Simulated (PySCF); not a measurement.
Can point charges reproduce the dipole moment of `FB(F)c1cccc(Cl)c1`?

Coordinates (PBE0-D3(BJ)/def2-SVP, Å) and charges (e) from the PBE0/pcSseg-1 density (PySCF):

| atom | x | y | z | Mulliken | IAO | Hirshfeld | ESP-fitted |
| --- | --- | --- | --- | --- | --- | --- | --- |
| F1 | 2.968 | 0.913 | 0.110 | -0.2862 | -0.3129 | -0.1333 | -0.2856 |
| B2 | 2.254 | -0.178 | 0.314 | +0.7861 | +0.7185 | +0.3072 | +0.6976 |
| F3 | 2.902 | -1.257 | 0.718 | -0.2875 | -0.3134 | -0.1339 | -0.2873 |
| C4 | 0.721 | -0.189 | 0.089 | -0.3046 | -0.1920 | -0.0904 | -0.2116 |
| C5 | -0.026 | -1.354 | 0.319 | -0.0628 | -0.1186 | -0.0353 | -0.1158 |
| C6 | -1.402 | -1.361 | 0.114 | -0.0733 | -0.1420 | -0.0385 | -0.1881 |
| C7 | -2.052 | -0.209 | -0.324 | +0.0500 | -0.1387 | -0.0424 | -0.0053 |
| C8 | -1.311 | 0.952 | -0.554 | -0.2344 | -0.0106 | +0.0176 | -0.0972 |
| Cl9 | -2.118 | 2.384 | -1.099 | -0.0731 | -0.0270 | -0.0276 | -0.0601 |
| C10 | 0.065 | 0.970 | -0.351 | +0.0661 | -0.1253 | -0.0453 | +0.0048 |
| H11 | 0.483 | -2.258 | 0.661 | +0.0975 | +0.1612 | +0.0535 | +0.1450 |
| H12 | -1.982 | -2.269 | 0.295 | +0.1108 | +0.1609 | +0.0590 | +0.1594 |
| H13 | -3.130 | -0.199 | -0.489 | +0.1101 | +0.1694 | +0.0571 | +0.1292 |
| H14 | 0.626 | 1.888 | -0.537 | +0.1014 | +0.1704 | +0.0521 | +0.1151 |

Question: What dipole does each set of charges give (1 e·Å = 4.803 D), and what does the density give?

Answer: The full density gives (-1.47, -1.39, 0.19) D, 2.03 D in size; dipole vectors point from the negative to the positive end.

```json
{"scheme": "Mulliken", "μx": "-0.56", "μy": "-2.13", "μz": "0.54", "size (D)": "2.27", "share of the full size (%)": "112", "angle to the full dipole (°)": "32"}
{"scheme": "IAO", "μx": "-2.27", "μy": "-1.14", "μz": "0.00", "size (D)": "2.54", "share of the full size (%)": "125", "angle to the full dipole (°)": "18"}
{"scheme": "Hirshfeld", "μx": "-1.06", "μy": "-0.69", "μz": "0.04", "size (D)": "1.26", "share of the full size (%)": "62", "angle to the full dipole (°)": "11"}
{"scheme": "ESP-fitted", "μx": "-1.48", "μy": "-1.43", "μz": "0.20", "size (D)": "2.07", "share of the full size (%)": "102", "angle to the full dipole (°)": "1"}
```

Question: Which set comes closest?

Answer: Length of the difference vector: ESP-fitted 0.04 D, Hirshfeld 0.83 D, IAO 0.86 D, Mulliken 1.22 D. Closest: ESP-fitted. The schemes that divide the density aren't constrained to reproduce the dipole.

Question: What is left for the Hirshfeld atoms' own dipoles?

Answer: The shares of the density sum to the whole, so what Σ q r misses lies in dipoles about the nuclei. The atomic dipoles sum to (-1.47, -1.39, 0.19) − (-1.06, -0.69, 0.04) = (-0.41, -0.70, 0.15) D, 0.83 D in size.

Question: With the origin at the mean of the coordinates, (-0.143, -0.155, -0.053) Å, which are the largest single terms, by size, of the Hirshfeld dipole along the direction of the full one?

Answer: B2 -2.48, F1 +1.90, F3 +0.88, H12 +0.80, H13 +0.59 D; all 14 atoms together +1.24 D. The single terms depend on the origin, their sum doesn't.

Question: Give the size of the full dipole in other units.

Answer: 2.03 D = 0.800 au = 0.423 e·Å = 6.78 × 10⁻³⁰ C·m.

Geometry: PBE0-D3(BJ)/def2-SVP; no solvent, vibrations or thermal averaging.

Shape of the structure used: `[F:1][B:2]([F:3])[c:4]1[cH:5][cH:6][cH:7][c:8]([Cl:9])[cH:10]1`: F1–B2–C4–C5 180°.
